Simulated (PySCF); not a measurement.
BFH4NP.
Atom-mapped SMILES: `[NH2:1][B:2]([F:3])[PH2:4]` (hydrogens: H5, H6 on N1; H7, H8 on P4)

Geometry (PBE0-D3(BJ)/def2-SVP, Å), atoms numbered from 1 in this order:
```
atom  x, y, z in Å
N1    -1.176   -0.277    0.036
B2    -0.042    0.529   -0.064
F3    -0.138    1.815    0.304
P4     1.635   -0.081   -0.827
H5    -1.194   -1.254   -0.216
H6    -2.062    0.090    0.361
H7     1.618   -1.379   -0.236
H8     2.459    0.500    0.180
```

Method: PBE0-D3(BJ)/def2-SVP geometry optimisation, gas phase in PySCF 2.14.0.

Take the most abundant isotopes and a rigid rotor. The values belong to one conformer with, in the numbering `[NH2:1][B:2]([F:3])[PH2:4]`, N1–B2–P4–H -41° and -136°.

(1) Give the principal moments of inertia and the rotational constants in GHz.

(2) Classify the top.

(3) Is it planar, by Δ = Ic − Ia − Ib?

(4) Give the other two planar moments, Paa and Pbb, and the rms extents of the mass along the axes.

(5) List the rotational levels J(Ka,Kc) to J = 3 (MHz).

(6) Which lines would a microwave search look for?

## Answers

(1) Ia = 55.10, Ib = 126.83, Ic = 178.52 u·Å²; 505379 MHz·u·Å²/I gives 9173, 3985 and 2831 MHz, that is A = 9.1728, B = 3.9846, C = 2.8309 GHz.

(2) An asymmetric top. Ray's parameter κ = (2B − A − C)/(A − C) = -0.636; −1 is the prolate and +1 the oblate limit.

(3) Not planar: Δ = Ic − Ia − Ib = -3.40 u·Å². For a rigid frame Δ = −2 Σ m c², so Σ m c² = 1.70 u·Å² lies off the ab plane: 1.57 from hydrogen and 0.13 from heavier atoms. The atom farthest from that plane is 0.95 Å away.

(4) Paa = Σ m a² = (Ib + Ic − Ia)/2 = 125.13 and Pbb = Σ m b² = (Ia + Ic − Ib)/2 = 53.39 u·Å². With the mass M = 79.02 u, the rms extents √(P/M) along a, b and c are 1.26, 0.82, 0.15 Å.

(5) Above 0(0,0):
J = 1: 1(0,1) 6816, 1(1,1) 12004, 1(1,0) 13157
J = 2: 2(0,2) 20275, 2(1,2) 24481, 2(1,1) 27942, 2(2,1) 43507, 2(2,0) 43679
J = 3: 3(0,3) 40057, 3(1,3) 43096, 3(1,2) 50003, 3(2,2) 63953, 3(2,1) 64789, 3(3,1) 92879, 3(3,0) 92896

(6) The dipole components are |μa| = 1.33 D, |μb| = 2.39 D, |μc| = 0.71 D. Intensities carry the squares of the components, which stand as 0.31 : 1.00 : 0.09 (a : b : c). Some lines, for components of 0.1 D or more:

```csv
type,branch,"J(Ka,Kc)",MHz,lower level (cm⁻¹)
a,Q,"3(2,1) ← 3(2,2)",836,2.133
a,Q,"1(1,0) ← 1(1,1)",1154,0.400
c,Q,"3(1,3) ← 3(0,3)",3039,1.336
a,Q,"2(1,1) ← 2(1,2)",3461,0.817
c,Q,"2(1,2) ← 2(0,2)",4206,0.676
b,R,"3(1,2) ← 2(2,1)",6496,1.451
a,R,"1(0,1) ← 0(0,0)",6816,0.000
b,Q,"2(1,1) ← 2(0,2)",7668,0.676
a,R,"2(1,2) ← 1(1,1)",12477,0.400
c,R,"1(1,0) ← 0(0,0)",13157,0.000
a,R,"2(1,1) ← 1(1,0)",14785,0.439
b,Q,"3(2,1) ← 3(1,2)",14786,1.668
b,Q,"2(2,0) ← 2(1,1)",15737,0.932
b,R,"2(1,2) ← 1(0,1)",17665,0.227
a,R,"3(0,3) ← 2(0,2)",19783,0.676
b,Q,"3(2,2) ← 3(1,3)",20857,1.438
c,R,"2(1,1) ← 1(0,1)",21127,0.227
c,Q,"3(3,1) ← 3(2,1)",28090,2.161
c,R,"3(1,2) ← 2(0,2)",29728,0.676
b,R,"2(2,1) ← 1(1,0)",30349,0.439
c,R,"3(2,2) ← 2(1,2)",39472,0.817
b,R,"3(2,1) ← 2(1,2)",40308,0.817
b,R,"3(3,1) ← 2(2,0)",49201,1.457
c,R,"3(3,0) ← 2(2,0)",49217,1.457
c,R,"3(3,1) ← 2(2,1)",49372,1.451
```

Not checked by PBE0-D3(BJ)/def2-SVP frequencies. These are rigid-rotor constants of the computed structure; measured ground-state constants (B0) also hold zero-point vibration. Quadrupole hyperfine structure (11B, 14N) is left out.
